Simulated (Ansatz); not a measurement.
CH3ClF2Si (SMILES C[Si](F)(F)Cl): the energy, rung by rung

CH3ClF2Si: 8 atoms, total charge 0, spin state singlet. SMILES: `C[Si](F)(F)Cl`. The shape was relaxed beforehand at B3LYP/def2-SVP.

```xyz
8

C    -0.8159   -0.3004    0.5170
Si    0.6935    0.1564   -0.4409
F     2.0153   -0.4835    0.2268
F     0.6202   -0.4250   -1.9439
Cl    0.9713    2.1863   -0.5647
H    -0.9252   -1.3959    0.5557
H    -0.7506    0.0809    1.5477
H    -1.7163    0.1241    0.0467
```

Quantity: the adiabatic ionisation energy (to the doublet cation, shapes relaxed at B3LYP/def2-SVP, no zero-point term), in eV. The values are calculated.

```json
{"level": "HF/def2-SVP", "kind": "Hartree–Fock", "program": "Ansatz", "value (eV)": "10.83"}
{"level": "PBE/def2-SVP", "kind": "GGA", "program": "Ansatz", "value (eV)": "11.04"}
{"level": "r2SCAN/def2-SVP", "kind": "meta-GGA", "program": "Ansatz", "value (eV)": "11.22"}
{"level": "B3LYP/def2-SVP", "kind": "global hybrid", "program": "Ansatz", "value (eV)": "11.31"}
{"level": "wB97M-V/def2-SVP", "kind": "range-separated hybrid", "program": "Ansatz", "value (eV)": "11.49"}
{"level": "MP2/def2-SVP", "kind": "perturbation theory", "program": "Ansatz", "value (eV)": "11.37"}
```

The values span 10.83 to 11.49 eV.
